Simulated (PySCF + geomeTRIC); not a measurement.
Species: H2BO2, SMILES `O[B]O` (H–O–B–O torsion 0°, O–B–O–H torsion 180°) (charge 0, multiplicity 2).

Problem. Give a relaxed geometry from CAM-B3LYP-D3(BJ)/def2-TZVP in PySCF + geomeTRIC.

Solution. One answer among several that fit: the end point of this relaxation, one of several conformers (outside a Z-matrix the atoms follow the SMILES, hydrogens last).
Cartesian coordinates (Å) in one orientation:
```xyz
5

O     -1.250    -0.176     0.583
B      0.086    -0.233     0.664
O      0.907     0.165    -0.335
H     -1.586     0.176    -0.254
H      1.843     0.070    -0.144
```
